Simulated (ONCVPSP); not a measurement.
## Varying the ONCV potential for Mn (Z = 25)

Base potential:

```json
{"Element": "manganese (Mn)", "Generator": "ONCVPSP 4.0.1", "Type": "optimised norm-conserving Vanderbilt (ONCV)", "Functional": "PBEsol", "Relativity": "scalar-relativistic", "Frozen core": "[Ne]", "Valence charge": "15", "Reference configuration": "3s2 3p6 3d5 4s2", "Partial waves": "3s+4s: rc 1.40 bohr, ncon 4, nbas 7, qcut 7.6 1/bohr, 2 projectors; 3p: rc 1.45 bohr, ncon 5, nbas 9, qcut 7.4 1/bohr, 1 projector; 3d: rc 1.10 bohr, ncon 4, nbas 8, qcut 11.4 1/bohr, 2 projectors, debl 0.7 Ha", "Local potential": "polynomial inside 0.70 bohr (lpopt 3, dvloc0 -1 Ha)", "Core correction": "polynomial model core, fcfact 0.2"}
```

Cutoffs, loose and tight: the cutoffs (Ha) at which the residual kinetic energy of the hardest occupied pseudo-wave falls to 1 and 0.1 mHa per electron. They do not see the model core or the augmentation charge, which bear on the density cutoff. Test errors are all-electron minus pseudo excitation energies from the reference, over the configurations 3s2 3p6 3d5 4s1; 3s2 3p6 3d5 4s0; 3s2 3p6 3d4 4s0; 3s2 3p6 3d5 4s0 4p1. A dash means not determined; rows that change the core or the reference have their own tests.

```tsv
change	outcome	cutoff, loose	cutoff, tight	bound ghosts	GHOST(+) flags above zero	largest test error (meV)
base	generated	60 Ha	130 Ha	none	none	+11
core correction Teter function, fcfact 1.5, rcfact 1.75	generated	60 Ha	130 Ha	none	none	+11
s: ncon 5, nbas 8	generated	60 Ha	130 Ha	none	s	+11
core correction polynomial model core, fcfact 0.72	generated	60 Ha	130 Ha	none	none	+11
d: rc 0.98	generated	94 Ha	236 Ha	none	none	+11
local potential polynomial inside 0.70 bohr (lpopt 3, dvloc0 1 Ha)	generated	60 Ha	130 Ha	none	none	+9.7
```

**Question.** What comes out with this change to the base: s: qcut 6.5; p: qcut 6.3; d: qcut 9.7?

**Answer.** outcome: generated; cutoff, loose: 158 Ha; cutoff, tight: 199 Ha; bound ghosts: none; GHOST(+) flags above zero: none; largest test error (meV): -16.

**Question.** What comes out with this change to the base: functional PBE?

**Answer.** outcome: generated; cutoff, loose: 60 Ha; cutoff, tight: 129 Ha; bound ghosts: none; GHOST(+) flags above zero: none; largest test error (meV): +11.

**Question.** What comes out with this change to the base: d: qcut 15.3?

**Answer.** outcome: generated; cutoff, loose: 81 Ha; cutoff, tight: 93 Ha; bound ghosts: none; GHOST(+) flags above zero: none; largest test error (meV): +11.
